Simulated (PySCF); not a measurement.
# Distorted geometries of [PbF3]+

[PbF3]+ (singlet). PySCF 2.14.0, RKS PBE, Pb def2-SVP with ECP60, F def2-SVP; non-relativistic Hamiltonian with scalar-relativistic core potentials where named; density fitting; no spin-orbit coupling. Relaxed geometry:

```xyz
4

Pb   -0.0481   -0.0001    0.0000
F     1.9633   -0.0015    0.0003
F    -0.9559    1.7914   -0.0001
F    -0.9592   -1.7898   -0.0001
```

Order these distorted geometries by energy above the relaxed one, lowest first.
A.
```xyz
4

Pb   -0.0881   -0.0300    0.0030
F     1.9436    0.0302    0.0036
F    -0.9444    1.7337   -0.0308
F    -0.9111   -1.7339    0.0242
```
B.
```xyz
4

Pb    0.0084    0.0116    0.0165
F     2.0983    0.2185    0.0422
F    -1.0679    1.6494   -0.0050
F    -1.0388   -1.8794   -0.0537
```
C.
```xyz
4

Pb   -0.0117    0.0362    0.0537
F     1.8740    0.0026   -0.0295
F    -0.8527    1.7901    0.0354
F    -1.0096   -1.8290   -0.0596
```

A (0.20 eV), B (0.31 eV), C (0.37 eV).

Which forces (eV/Å) act in the one that lies 0.20 eV up?


```
Pb   2.41  1.98 -0.03
F   -0.46 -0.01  0.00
F   -0.49  1.00 -0.02
F   -1.46 -2.97  0.04
```
Forces carry noise of the integration grid, about 0.01 to 0.03 eV/Å.
